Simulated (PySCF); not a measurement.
F3GeH3Si, SMILES [F][Ge]([F])([F])[SiH3].

Coordinates come from a B3LYP-D3(BJ)/def2-SVP optimisation. The structure was generated by enumeration, and PubChem lists no compound with its InChIKey, so it may never have been made.

These are TDDFT-PBE/def2-SVPD (PySCF) values and carry that method's errors.

Vertical excitations; the highest root listed may be one member of a degenerate set.  State labels are in the subgroup Cs.

| state | symmetry | energy (eV) | λ (nm) | f | main pairs |
|---|---|---|---|---|---|
| S1 | A' | 7.16 | 173 | 0.340 | HOMO→LUMO 89 % |
| S2 | A' | 7.31 | 170 | 0.029 | HOMO→LUMO+2 (degenerate set) |
| S3 | A" | 7.31 | 170 | 0.029 | HOMO→LUMO+1 (degenerate set) |
| S4 | A" | 7.58 | 164 | 0.000 | HOMO−1→LUMO 99 % |
| S5 | A' | 7.71 | 161 | 0.000 | HOMO−2→LUMO (degenerate set) |
| S6 | A" | 7.71 | 161 | 0.000 | HOMO−3→LUMO (degenerate set) |
| S7 | A' | 7.85 | 158 | 0.000 | HOMO→LUMO+3 95 % |
| S8 | A" | 7.93 | 156 | 0.005 | HOMO−5→LUMO, HOMO−1→LUMO+2 (degenerate set) |
| S9 | A' | 7.93 | 156 | 0.005 | HOMO−4→LUMO, HOMO−1→LUMO+1 (degenerate set) |
| S10 | A" | 8.03 | 154 | 0.000 | HOMO−3→LUMO+2 50 %, HOMO−2→LUMO+1 50 % |
| T1 | A' | 6.12 | 202 | 0 | HOMO→LUMO 99 % |
| T2 | A' | 6.49 | 191 | 0 | HOMO→LUMO+2 (degenerate set) |
| T3 | A" | 6.49 | 191 | 0 | HOMO→LUMO+1 (degenerate set) |
| T4 | A" | 7.36 | 168 | 0 | HOMO−1→LUMO 99 % |
Triplets are in the Tamm–Dancoff approximation, which puts them higher than full response would, so one can lie above its singlet here.
